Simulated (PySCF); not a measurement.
Species: diboron dioxide, B2O2.
InChI=1S/B2O2/c3-1-2-4

Linear response at PBE0/aug-cc-pVTZ (PySCF, frozen core in the response, non-relativistic). Isolated species at its PBE0-D3(BJ)/def2-TZVP geometry, gas phase.

Static isotropic polarisability: 29.83 au (4.42 Å³), principal values 22.6, 22.6, 44.3 au.

(1) What is the polarisability at 1064 nm and at the sodium D line?

(2) What is the isotropic C6 coefficient between two such molecules, C6 = (3/π)∫α(iω)² dω?

(3) Which effective excitation energy ω̄ makes London's formula C6 = (3/4)α²ω̄ exact here?

(4) How anisotropic is the static polarisability, by Δα² = ½[(α1 − α2)² + (α2 − α3)² + (α3 − α1)²]?

(5) The lowest 10 singlets have (eV, f): 6.46, 0.000; 6.65, 0.000; 6.65, 0.000; 7.00, 0.000; 7.23, 0.000; 7.23, 0.000; 8.21, 0.001; 8.21, 0.001; 8.68, 0.000; 8.68, 0.000. What share of the static polarisability do they carry in the sum over states α = Σ f/ω²?

(6) What does −C6/R⁶ come to at R = 8 Å between centres?

(7) What molar refraction at the D line follows from R = (4π/3)·N_A·α′, with α′ the polarisability volume?

(8) How many electrons N does the Slater–Kirkwood formula C6 = (3/4)·√N·α^(3/2) need to give this C6?

## Answers

(1) 30.09 au at 1064 nm (+0.9 %), 30.70 au at 589.3 nm (+2.9 %). The rise at 589.3 nm is 3.35 times that at 1064 nm; a pure ω² law gives 3.26. The lowest singlet lies at 192 nm, shorter than both wavelengths.

(2) 362.6 au (Eh·bohr⁶) by a ten-point quadrature over imaginary frequencies, which is 217 eV·Å⁶ or 20.9 J·nm⁶/mol.

(3) ω̄ = 4·C6/(3α²) = 0.543 Eh = 14.8 eV. A one-pole form α(ω) = α/(1 − ω²/ω̄²) fitted to the 1064 nm value gives 12.5 eV.

(4) Δα = 21.8 au, or 0.73 of the isotropic value.

(5) 0.01 au, 0.0 % of α. Their oscillator strengths add up to 0.00. Higher states carry the rest.

(6) -80 J/mol. This is the leading, orientation-averaged term; C8 and higher terms are left out.

(7) α′ = 4.55 Å³ gives R = 11.48 cm³/mol, for isolated, non-vibrating species.

(8) N = (4·C6/3)²/α³ = 8.8; the species has 26 electrons in all.

The run took 17 s (with the writing of density and orbital grids) on one thread, Arm Neoverse N1 (aarch64), shared host with 64 logical CPUs at a one-minute load of 61, and the process peaked at 0.58 GiB of memory. This is the whole response run at PBE0/aug-cc-pVTZ, SCF included.
